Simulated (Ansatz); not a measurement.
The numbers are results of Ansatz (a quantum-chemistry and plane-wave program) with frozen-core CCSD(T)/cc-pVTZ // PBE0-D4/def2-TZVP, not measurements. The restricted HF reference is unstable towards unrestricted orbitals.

Ansatz 0.2 input:
```yaml
crystal:
  periodic: [false, false, false]
  atoms:
    - { symbol: C, position_ang: [0.083626, -0.735399, -0.087816] }
    - { symbol: C, position_ang: [-1.111396, 0.007141, 0.039472] }
    - { symbol: N, position_ang: [-0.982488, 1.306541, 0.185003] }
    - { symbol: S, position_ang: [0.607798, 1.688499, 0.173736] }
    - { symbol: C, position_ang: [1.162456, 0.102434, -0.028561] }
    - { symbol: H, position_ang: [0.138355, -1.807492, -0.213449] }
    - { symbol: H, position_ang: [-2.109826, -0.415829, 0.025339] }
    - { symbol: H, position_ang: [2.211478, -0.145895, -0.093725] }
basis:
  gaussian: { orbitals: cc-pVTZ }
correlation:
  method: ccsd_t
```

Output:

```
Functional definition: HF
1143 factors; integrals over basis functions are off by at most 1.0e-3 eV
mean field evaluation 1: about -15435.5749 eV, gradient 3.3e1 eV
mean field evaluation 2: about -15435.9926 eV, gradient 3.3e1 eV
mean field evaluation 4: about -15439.0206 eV, gradient 4.9e0 eV
mean field evaluation 8: about -15439.1213 eV, gradient 5.8e-1 eV
mean field evaluation 16: about -15439.1250 eV, gradient 2.0e-6 eV
mean field -15439.12504585 eV, -567.3773804201 hartree, gradient 2.0e-6 eV, S^2 0.000000; 0 other end points of the search recorded, 0 dependent functions left out; unrestricted orbitals would lower it
9 core orbitals not correlated
reference -15439.12504585 eV, -567.3773804201 hartree; 13, 13 occupied and 174, 174 virtual orbitals, 1143 factors
second order -23.13693242 eV of doubles, -0.00000000 eV of singles
cycle   1  -22.70631481 eV  change    4.3e-1 eV  update   1.3e-1
cycle   2  -23.39903643 eV  change   -6.9e-1 eV  update   4.1e-2
cycle   3  -23.55079897 eV  change   -1.5e-1 eV  update   2.0e-2
cycle   4  -23.53760286 eV  change    1.3e-2 eV  update   5.6e-3
cycle   5  -23.53680062 eV  change    8.0e-4 eV  update   3.2e-3
cycle   6  -23.53796519 eV  change   -1.2e-3 eV  update   1.1e-3
cycle   7  -23.53730865 eV  change    6.6e-4 eV  update   5.2e-4
cycle   8  -23.53716563 eV  change    1.4e-4 eV  update   2.0e-4
cycle   9  -23.53724305 eV  change   -7.7e-5 eV  update   6.0e-5
cycle  10  -23.53721802 eV  change    2.5e-5 eV  update   3.0e-5
perturbative correction -1.32622216 eV, -0.0487377655 hartree
Total energy: -15463.98848603 eV, -568.2910949937 hartree
```

Cost: around 2.2 core-minutes (rough).
